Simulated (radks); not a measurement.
Results of a calculation; reference values are marked as such.
Ionisation of neutral bromine, [Ar] 3d10 4s2 4p5, to [Ar] 3d10 4s2 4p4 as the strength of local exchange is varied. Code: a radial shooting solver on a logarithmic mesh with Libxc functionals. Model: Dirac Kohn-Sham, Slater X-alpha exchange (alpha = 2/3 is LDA exchange), no correlation, spin-unpolarised, spherical densities, finite nucleus; open shells fill j = l - 1/2 first; Fermi nuclear charge, rms radius 4.1629 fm.

[
 {"alpha": "0.667", "E(Br) (hartree)": "-2600.15540", "exchange (hartree)": "-85.66894", "IE (eV)": "11.232", "-e of the level emptied (eV)": "6.622 (4p3/2)", "<r> of it (bohr)": "2.149"},
 {"alpha": "0.683", "E(Br) (hartree)": "-2602.21122", "exchange (hartree)": "-87.79208", "IE (eV)": "11.415", "-e of the level emptied (eV)": "6.783 (4p3/2)", "<r> of it (bohr)": "2.140"},
 {"alpha": "0.905", "E(Br) (hartree)": "-2630.90024", "exchange (hartree)": "-117.57745", "IE (eV)": "14.082", "-e of the level emptied (eV)": "9.179 (4p3/2)", "<r> of it (bohr)": "2.026"},
 {"alpha": "0.976", "E(Br) (hartree)": "-2640.14019", "exchange (hartree)": "-127.23181", "IE (eV)": "14.986", "-e of the level emptied (eV)": "10.003 (4p3/2)", "<r> of it (bohr)": "1.993"},
 {"alpha": "0.977", "E(Br) (hartree)": "-2640.27055", "exchange (hartree)": "-127.36823", "IE (eV)": "14.999", "-e of the level emptied (eV)": "10.015 (4p3/2)", "<r> of it (bohr)": "1.992"}
]

NIST Atomic Spectra Database: 11.814 eV (measured). The Delta-SCF value meets it near alpha = 0.72. Spin polarisation and multiplet splitting are left out, so open shells lie too high by an amount that depends on their filling.

Beside tabulated values, note that spin-unpolarised runs miss the spin-polarisation part of the exchange energy of open shells.
